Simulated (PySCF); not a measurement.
Molecule: SMILES [CH3][AlH-]1[Cl+][AlH2-][Cl+]1, CH$_{6}$Al$_{2}$Cl$_{2}$.

Bonds (- single, = double, # triple, : aromatic): C1-Al2, Al2-Cl3, Cl3-Al4, Al4-Cl5, Cl5-Al2. C1 carries H6, H7, H8; Al2 carries H9; Al4 carries H10, H11. Formal charges: Al2 -1, Cl3 +1, Al4 -1, Cl5 +1. H10 is cis to C1 on the ring; H11 is trans to C1 on the ring.

Frames of a GFN2-xTB Langevin trajectory at 400 K; GIAO PBE0/pcSseg-1 shieldings in PySCF 2.14, gas phase, non-relativistic; equivalent atoms averaged within each frame.

Shifts are taken against calculated references (same method and geometry level): $^{13}$C (186.93 ppm), $^{1}$H (31.72 ppm) against TMS; AlH4- for $^{27}$Al (489.97 ppm); $^{35}$Cl (949.78 ppm) vs HCl. The references are static minima.

Q: How do the shifts (ppm) fluctuate along the trajectory?

A: 
```tsv
time (fs)	C1	Al2	Al4	Cl3/Cl5	H9	H11	H10	H6/H7/H8
optimised geometry	-6.4	90.2	77.0	21	4.75	4.60	4.57	0.12
250	-4.1	89.8	77.8	42	5.22	4.92	4.02	0.12
425	-4.2	92.6	73.8	59	5.14	5.27	5.12	0.89
625	-7.9	97.5	82.6	56	4.50	4.95	4.06	0.37
800	-6.0	84.7	78.8	44	4.78	4.31	4.91	-0.02
1000	-7.6	109.7	79.9	8	4.11	5.11	3.93	0.04
mean of frames	-6.0	94.9	78.6	42	4.75	4.91	4.41	0.28
standard deviation	1.8	9.5	3.2	21	0.46	0.36	0.56	0.37
```

5 frames give an uncertainty of the mean of about the standard deviation over 2.2 at best, since frames this close in time may not be independent; classical motion lacks zero-point vibration, and the reference would need the same averaging.
